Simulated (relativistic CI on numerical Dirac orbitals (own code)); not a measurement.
**Ti²⁺ in a cubic cluster: 2p photoemission with charge transfer**

Computed with a charge-transfer multiplet model of a cubic metal-ligand cluster with up to one ligand hole, Slater and spin-orbit integrals from Dirac-Coulomb-Breit ions, Slater integrals scaled by 0.8. The ground state mixes d2 with configurations of k ligand holes L, whose averages lie at kΔ + k(k − 1)U_dd/2; a core hole lowers each added d electron by U_cd. 300 K, Lorentzian 0.6 eV and Gaussian 0.8 eV FWHM.

Atomic integrals in eV (Slater integrals scaled, ζ unscaled), ground: F2dd 6.578, F4dd 4.090, zeta_d 0.013; with the core hole: F2dd 8.213, F4dd 5.154, zeta_d 0.027, zeta_core 3.743, F2cd 4.498, G1cd 3.275, G3cd 1.857.

Cluster parameters (eV): Δ = 5.5, U_dd = 4.5, U_cd = 5, 10Dq = 0.25, 10Dq(ligand) = 0.9, final-state hopping factor = 1.

```csv
Case,n_d,d2,d3L,S
"V(eg) = 0.5 eV, V(t2g) = -0.21 eV",2.04,0.96,0.04,1.00
"V(eg) = 1.4 eV, V(t2g) = -0.6 eV",2.18,0.82,0.18,1.00
"V(eg) = 1.7 eV, V(t2g) = -0.73 eV",2.22,0.78,0.22,1.00
"V(eg) = 2 eV, V(t2g) = -0.86 eV",2.25,0.75,0.25,1.00
"V(eg) = 2.3 eV, V(t2g) = -0.99 eV",2.27,0.73,0.27,1.00
```

Weights, n_d and S are thermal averages at 300 K. Binding energies count from the first peak over 30 % of the highest in each spectrum, which can be another peak from case to case. The parameters are a model scan and need not match a compound or its usual spin state. Peaks in eV (height, largest 100):
- V(eg) = 0.5 eV, V(t2g) = -0.21 eV: 0.0 (100), 5.7 (51)
- V(eg) = 1.4 eV, V(t2g) = -0.6 eV: 0.0 (100), 3.1 (22), 6.2 (56), 12.5 (5)
- V(eg) = 1.7 eV, V(t2g) = -0.73 eV: 0.0 (100), 3.4 (17), 6.1 (48)
- V(eg) = 2 eV, V(t2g) = -0.86 eV: 0.0 (100), 3.3 (14), 6.0 (46), 8.4 (16)
- V(eg) = 2.3 eV, V(t2g) = -0.99 eV: 0.0 (100), 3.2 (12), 5.9 (48)

For the case V(eg) = 1.4 eV, V(t2g) = -0.6 eV, Δ = 5.5 eV is larger than U_dd = 4.5 eV, the Mott-Hubbard side of the Zaanen-Sawatzky-Allen scheme. With the core hole the average of the configuration with one ligand hole lies at Δ − U_cd = 0.5 eV before mixing: the effective hopping of about 3.0 eV (from the holes of the mixed ground state) is comparable with this gap or larger, so the configurations mix strongly.

With at most 1 ligand hole the space is cut while the next configuration still counts, so covalency is underestimated, and a final configuration with one more ligand hole, which can lie low, is missing from the spectra.
